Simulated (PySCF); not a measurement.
C2H6BO3 (SMILES COB([O])OC), doublet, geometry from GFN2-xTB. Base run: PySCF with B3LYP/STO-3G.

Here is a job for PySCF.
```python
from pyscf import gto, scf, dft

mol = gto.M(
    atom='''
C     1.890153   -0.335563    1.035779
O     0.548296   -0.310854    0.659902
B     0.059775    0.318892   -0.521953
O     0.887314    0.903916   -1.300667
O    -1.306143    0.195946   -0.655251
C    -2.086358   -0.476549    0.282507
H     2.280555    0.672620    1.199617
H     2.506113   -0.851636    0.294190
H     1.922455   -0.890856    1.978642
H    -2.819062    0.216474    0.706224
H    -2.592341   -1.315647   -0.203876
H    -1.455097   -0.864806    1.093382
''',
    basis='sto-3g',
    charge=0,
    spin=1,
    verbose=4,
    symmetry=True,
)

mf = dft.UKS(mol)
mf.xc = 'b3lyp'
mf.kernel()
mf.analyze()
```

Variants of this job, named by their change:

```json
[
 {"change": "base", "ΔE vs base (mEh)": "0.000", "point group used": "Cs", "SCF cycles": "13"},
 {"change": "irrep_nelec = A':(18, 18) A\":(6, 5)", "ΔE vs base (mEh)": "361.3", "point group used": "Cs", "SCF cycles": "25"},
 {"change": "irrep_nelec = A':(20, 18) A\":(4, 5)", "ΔE vs base (mEh)": "405.5", "point group used": "Cs", "SCF cycles": "22"},
 {"change": "symmetry = off", "ΔE vs base (mEh)": "0.000", "point group used": "C1", "SCF cycles": "13"}
]
```

Open shells are given as the SCF converged; they aren't shown to be the lowest states, and a large step between rows can be another state.
